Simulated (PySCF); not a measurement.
C₂H₇FSi₃, SMILES [SiH2]([SiH3])C#C[SiH2]F. Geometry: r2SCAN-D4/def2-SVP. The structure was generated by enumeration, and PubChem lists no compound with its InChIKey, so it may never have been made.

Computed equilibrium geometry at r2SCAN-D4/def2-SVP (PySCF confirms it by a frequency run) as Cartesian coordinates in Å:
```xyz
13

F      2.9772     1.4126     1.0081
Si     2.8880    -0.0812     0.3757
C      1.1478    -0.4636    -0.0209
C     -0.0177    -0.7450    -0.2976
Si    -1.7839    -1.0762    -0.6805
Si    -3.0110     0.8417    -0.1032
H      3.3937    -1.0434     1.3875
H      3.7014    -0.1077    -0.8665
H     -1.9180    -1.3819    -2.1365
H     -2.2394    -2.2623     0.1051
H     -2.8398     1.1227     1.3534
H     -2.5170     2.0061    -0.8969
H     -4.4606     0.6238    -0.3967
```
Charge 0, spin multiplicity 1.
